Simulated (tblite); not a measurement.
Problem. What does the GFN2-xTB structure of `C[C](C=O)C(C)=S` [radical] look like in three dimensions? (Doublet state.)

Solution. 
```xyz
14
C5H7OS angstrom
C     -1.129   -0.997    0.253
C     -0.514    0.342    0.002
C     -1.360    1.501   -0.073
O     -2.559    1.563    0.038
C      0.835    0.526   -0.163
C      1.783   -0.629   -0.096
S      1.510    2.059   -0.446
H     -0.908   -1.687   -0.561
H     -2.207   -0.885    0.335
H     -0.749   -1.433    1.177
H     -0.742    2.422   -0.262
H      2.803   -0.310   -0.291
H      1.738   -1.088    0.892
H      1.500   -1.386   -0.828
```

Any rigid rotation of these coordinates is as good. Atoms count from 1 in this order. C2 (carbon bonded to 3 C) is planar (angles 123.0°, 119.3° and 117.7°, sum 360.0°, 0.00 Å off the plane of its three neighbours). Of the pairs four or more bonds apart, S7···H11 is among the closest relative to their van der Waals radii: 2.29 Å, 76 % of the sum of Bondi's values. C3 (carbon bonded to C, O and H) is planar (angles 128.5°, 121.2° and 110.3°, sum 360.0°, 0.00 Å off the plane of its three neighbours). The 7 heavy atoms lie in one plane (0.001 Å rms).

Bonds between heavy atoms (Å): C1–C2 1.495, C2–C3 1.436, C3=O4 1.206, C2–C5 1.372, C5–C6 1.495, C5=S7 1.699.

The geometry is computed with GFN2-xTB (gas phase). This method treats the open shell by occupation alone, without spin polarisation.

Point group: near Cs, missed by 0.09 Å at most; the miss may be what the optimiser left on a soft mode. Its GFN2-xTB frequencies are all real (lowest 100 cm⁻¹). Torsions: C1–C2–C3–O4 0°, C1–C2–C5–C6 0°. 3 starts were optimised and ended at 0.00, 2.87 and 2.89 kcal/mol (GFN2-xTB); the lowest of these is shown.

One conformer stands for the species.
